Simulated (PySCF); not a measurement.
Te(Me)(NH2) (CH5NTe), SMILES C[Te]N. Geometry: B3LYP-D3(BJ)/def2-SVP. The def2 effective core potentials stand for the cores of Te; spin–orbit coupling is left out. Other conformers were not sampled.

The numbers are results of B3LYP-D3(BJ)/def2-SVP in PySCF, not measurements.

Harmonic wavenumbers (cm⁻¹): 98, 168, 326, 497, 513, 725, 820, 821, 946, 1231, 1428, 1441, 1541, 3045, 3154, 3169, 3489, 3592. Rotational constants (GHz): 9.198, 5.658, 3.656; symmetry number 1.

Work out the zero-point energy and the ideal-gas rigid-rotor harmonic-oscillator thermochemistry at 298.15 K and 1 atm.

ZPE = ½ Σ hcν = ½ × 27006 cm⁻¹ = 161.53 kJ/mol. H − E(el) = 178.02 kJ/mol. Entropy in J/(mol K): translation 171.94, rotation 104.34, vibration 39.18, total 315.46. G − E(el) = 83.97 kJ/mol. Cp = 78.56 J/(mol K). Modes under 150 cm⁻¹ make the vibrational entropy uncertain.
